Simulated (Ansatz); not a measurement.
# Match the barriers

Saddle point of BNH$_{3}$OF, singlet (BNH₃OF ([NH2][B]([OH])[F]) → BOF + NH₃ (still joined by a long B–N bond); bonds formed: N2–H4; bonds broken: O3–H4; bonds weakened to dative contacts: B1–N2), PBE0-D4/def2-TZVP structure:

```
7
angstrom
B -0.5121 0.5289 0.3752
N 0.5011 -0.5291 -0.1825
O -0.9605 1.0805 -0.7083
H -0.0621 0.1337 -1.0672
F -0.7287 0.6813 1.6736
H 1.4884 -0.3847 -0.0102
H 0.2739 -1.5106 -0.0806
```

Ansatz 0.2.0; basis: def2-TZVPP, with def2-QZVPP for the basis limit; cores frozen in the correlated methods. Extrapolation: Hartree–Fock as exp(−7.88 √X), correlation as X^−2.97. Four methods, as single points on the PBE0-D4 structures, gave these electronic barriers from the start structure: 1.766, 2.088, 2.181, 2.784 eV.

Question: The methods were, in alphabetical order, CCSD(T), HF, PBE0-D4, SPW92. Which gave which? (Judge from chemistry; the calculation decides.)

Answer: The calculation gives: SPW92 1.766; PBE0-D4 2.088; CCSD(T) 2.181; HF 2.784 eV. For comparison, CCSD(T) at an estimated basis limit (MP2 extrapolated from triple and quadruple zeta, plus CCSD(T) − MP2 in triple zeta) gives 2.199 eV.

No T1 diagnostic of these runs exceeds 0.014.

Labels in which every atom is bracketed show which atoms are joined, not bond orders.

For scale, one of the runs: CCSD(T)/def2-TZVPP, 166 basis functions, launched by `ansatz run in.yaml --threads 2 --pin off --events-out ev --progress --plain --max-ram 4352MiB`. Time: 21 s of wall clock on 2 CPU threads of an Intel Xeon 6975P-C; the host was shared. Peak host memory: 1.6 GiB.
